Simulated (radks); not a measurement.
The praseodymium ion Pr29+, configuration [Ar] 3d10 4s2. Method: non-relativistic Kohn-Sham, PBE, spin-polarised, spherical densities, point nucleus; relativity is left out, which matters for an element this heavy; computed with a radial shooting solver on a logarithmic mesh with Libxc functionals.

Normalised radial functions P(r) = r R(r), r in bohr:

```
   r/bohr * 3s (the largest magnitude, 2.16, reaches the edge; | marks zero)
0.0009576                             | *
  0.00108                             | *
 0.001227                             | *
 0.001384                             | *
  0.00156                             | *
 0.001759                             |  *
 0.001983                             |  *
 0.002236                             |  *
 0.002541                             |   *
 0.002865                             |   *
  0.00323                             |    *
 0.003642                             |    *
 0.004107                             |    *
  0.00463                             |     *
 0.005263                             |     *
 0.005934                             |      *
  0.00669                             |      *
 0.007543                             |       *
 0.008505                             |       *
 0.009589                             |        *
   0.0109                             |        *
  0.01229                             |        *
  0.01385                             |        *
  0.01562                             |        *
  0.01761                             |       *
  0.02002                             |       *
  0.02257                             |     *
  0.02545                             |    *
  0.02869                             |  *
  0.03235                             |*
  0.03648                           * |
  0.04146                        *    |
  0.04674                     *       |
   0.0527                  *          |
  0.05942                *            |
    0.067              *              |
  0.07554             *               |
  0.08585              *              |
   0.0968                *            |
   0.1091                    *        |
   0.1231                         *   |
   0.1387                             |  *
   0.1577                             |         *
   0.1778                             |               *
   0.2005                             |                     *
    0.226                             |                        *
   0.2548                             |                          *
   0.2873                             |                         *
   0.3266                             |                      *
   0.3682                             |                  *
   0.4151                             |              *
   0.4681                             |         *
   0.5278                             |     *
    0.595                             |   *
   0.6763                             | *
   0.7625                             |*
   0.8597                             *
   0.9694                             *
    1.093                             *
    1.232                             *
    1.401                             *
    1.579                             *
     1.78                             *
```

3s: eigenvalue -2278.2 eV, 2 radial nodes at r = 0.0332, 0.132 bohr, <r> = 0.283 bohr, 90 % of the charge inside 0.412 bohr.
